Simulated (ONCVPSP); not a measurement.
# manganese (Mn): ONCV pseudisation with PBEsol, fully relativistic reference atom.

* Element: manganese
* Generator: ONCVPSP 4.0.1
* Type: optimised norm-conserving Vanderbilt (ONCV)
* Functional: PBEsol
* Relativity: fully relativistic
* Frozen core: [Ne] 3s2
* Valence charge: 13
* Reference configuration: 3p6 3d5 4s0.5 (charge +1.5)
* Partial waves: 4s: rc 2.00 bohr, ncon 4, nbas 8, qcut 2.8 1/bohr, 1 projector; 3p: rc 1.15 bohr, ncon 4, nbas 8, qcut 10 1/bohr, 2 projectors, debl 3.1 Ha; 3d: rc 1.10 bohr, ncon 5, nbas 10, qcut 16.6 1/bohr, 3 projectors, debl 0.7 Ha
* Local potential: polynomial inside 0.85 bohr (lpopt 5, dvloc0 -1 Ha)
* Core correction: Teter function, fcfact 1.75, rcfact 1.35

Open shells are filled in proportion to 2j + 1.

In the d channel the program set the typed energies aside and used -0.714, 0.250, 0.950 Ha (j = l + 1/2; the other j can differ).

Q: Does the generator finish with these settings?

A: Yes, a potential is produced and its reference levels are reproduced.

Q: Estimate the cutoffs (Ha) at which the residual kinetic energy of the hardest occupied pseudo-wave falls to 1 and 0.1 mHa per electron.

A: 91 Ha and 106 Ha.

Q: Does the potential have ghost states?

A: Ghosts flagged at negative energy: s at -250.6 eV; no localised positive-energy state flagged. A true bound ghost makes a file unfit for plane-wave use.

Q: Which valence shell sets the plane-wave cutoff?

A: 3d: 91 Ha for 1 mHa per electron, against 30 Ha for 3p.

Q: Tests: 3p6 3d5 4s2; 3p6 3d5 4s1; 3p6 3d5 4s0; 3p6 3d4 4s2 4p1. Which has the largest error in its energy relative to the reference configuration, and how large is it?

A: 3p6 3d4 4s2 4p1, with -141 meV (all-electron minus pseudo) on -7.44 eV.
